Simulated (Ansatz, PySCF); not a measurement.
This PySCF input computes a B3LYP/def2-TZVPD energy:

```python
from pyscf import gto, scf, dft

mol = gto.M(
    atom='''
    In   -0.00000000   -0.00000000   -1.08152155
    Br    0.00000000    0.00000000    1.51413017
    ''',
    basis='def2-tzvpd',
    ecp='def2-tzvp',
    charge=0,
    spin=0,
    verbose=4,
)

mf = dft.RKS(mol, xc='b3lyp').density_fit(auxbasis='def2-universal-jkfit')
mf.grids.level = 3
mf.conv_tol = 1e-9
mf.max_cycle = 100
mf.max_memory = 1500
mf.kernel()
if not mf.converged:
    mf = mf.newton()
    mf.kernel(mf.make_rdm1())
mf.analyze()
```

Question: Write an input for the same energy in Ansatz (an electronic-structure program) and say what it gives.

Answer: 
Ansatz 0.2 input:
```yaml
crystal:
  periodic: [false, false, false]
  atoms:
    - {symbol: In, position_ang: [-0.00000000, -0.00000000, -1.08152155]}
    - {symbol: Br, position_ang: [0.00000000, 0.00000000, 1.51413017]}
basis:
  gaussian:
    orbitals: def2-TZVPD
hamiltonian:
  xc: {name: B3LYP}
output: {forces: true}
```
It gives -2764.47875 Eh, and PySCF -2764.47882 Eh, a difference of 0.07 mEh, from the treatment of integrals and grids.
